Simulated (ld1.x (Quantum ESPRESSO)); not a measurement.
## Transferability test, TM potential for Ge (Z = 32)

| Quantity | Value |
| --- | --- |
| Element | Ge (Z = 32) |
| Generator | ld1.x (Quantum ESPRESSO) 7.5 |
| Type | norm-conserving Troullier–Martins (Kleinman–Bylander form) |
| Functional | LDA (PZ) |
| Relativity | non-relativistic |
| Frozen core | [Ne] |
| Valence charge | 22 |
| Reference configuration | 3s2 3p6 3d10 4s2 4p2 |
| Partial waves | 3p (bound): rc 1.00 bohr; 3d (bound): rc 0.80 bohr; 3s (bound): rc 0.80 bohr |
| Local potential | the s channel |
| Core correction | none |

Occupied shells without a wave of their own: 4p, 4s. They enter only through the test configuration that unscreens the potential.

Energies are relative to the spin-unpolarised reference configuration 3s2 3p6 3d10 4s2 4p2; without spin polarisation the order of configurations can differ from experiment. Spin-polarised rows fill each open shell by Hund’s rule, majority spin first. Not all tests gave a result: 2 of 9 tests not solved or not reliable. Left out of the table: 3s2 3p6 3d10 4s1 4p0 (solver errors, printed error -1.2 eV); 3s2 3p6 3d9 4s2 4p3 (solver errors, printed error +224 meV).

| valence configuration | charge | ΔE all-electron (eV) | error AE − PS (meV) |
| --- | --- | --- | --- |
| 3s2 3p6 3d10 4s2 4p1 | +1 | 7.665 | -133 |
| 3s2 3p6 3d10 4s2 4p0 | +2 | 23.387 | -353 |
| 3s2 3p6 3d10 4s1 4p3 | 0 | 7.656 | -405 |
| 3s2 3p6 3d10 4s2 4p2.3 | -0.3 | -0.938 | +24 |
| 3s2 3p6 3d10 4s2 4p2 (spin-polarised) | 0 | -0.561 | +7.2 |

Problem. What are ΔE and the potential's error for 3s2 3p6 3d10 4s2 4p1 (spin-polarised)?

Solution. ΔE = 7.480 eV all-electron; the error (AE − PS) is -130 meV.

Problem. What are ΔE and the potential's error for 3s2 3p5 3d10 4s2 4p2?

Solution. ΔE = 124.270 eV all-electron; the error (AE − PS) is +89 meV.

Levels in the configuration 3s2 3p6 3d10 4s2 4p1 (spin-polarised):

```json
{"level": "3s up", "all-electron (eV)": "-171.257", "pseudo (eV)": "-171.366"}
{"level": "3p up", "all-electron (eV)": "-123.188", "pseudo (eV)": "-123.296"}
{"level": "3d up", "all-electron (eV)": "-39.444", "pseudo (eV)": "-39.557"}
{"level": "4s up", "all-electron (eV)": "-20.073", "pseudo (eV)": "-20.677"}
{"level": "4p up", "all-electron (eV)": "-11.812", "pseudo (eV)": "-11.991"}
{"level": "3s down", "all-electron (eV)": "-171.209", "pseudo (eV)": "-171.310"}
{"level": "3p down", "all-electron (eV)": "-123.130", "pseudo (eV)": "-123.231"}
{"level": "3d down", "all-electron (eV)": "-39.341", "pseudo (eV)": "-39.440"}
{"level": "4s down", "all-electron (eV)": "-19.329", "pseudo (eV)": "-19.932"}
```

The 4p, 4s levels have no wave, so the channel is fitted at the deeper level alone: the likely source of the large errors.

The potential misses its own reference levels by up to 0.5 eV.
